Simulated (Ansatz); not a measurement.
C2H2N, SMILES `C#C[NH+]` (lower triplet) (charge 1, multiplicity 3). This triplet lies 0.84 eV below the relaxed singlet at the level B3LYP/cc-pVTZ // PBE0-D3(BJ)/def2-TZVP (Ansatz, an electronic-structure program).

Cartesian coordinates (Å):
```xyz
5

C      1.2216     0.0762    -0.0456
C     -0.0659    -0.0036    -0.2158
N     -1.2214    -0.0744    -0.3686
H      2.2867     0.1391     0.0952
H     -2.2210    -0.1372    -0.5009
```
Charge +1, spin multiplicity 3.

### Question
Give the natural occupations of the active orbitals, the CASSCF energy and the corrected energy for Ansatz with frozen-core fic-MRCISD+Q@CASSCF(6e,6o)/cc-pVTZ // PBE0-D3(BJ)/def2-TZVP.

### Answer

The natural occupations is 1.94, 1.94, 1.01, 1.01, 0.05, 0.05 and the CASSCF energy is -131.0696 Ha. The corrected energy is -131.4718 Ha. The weight of the reference is 0.907.
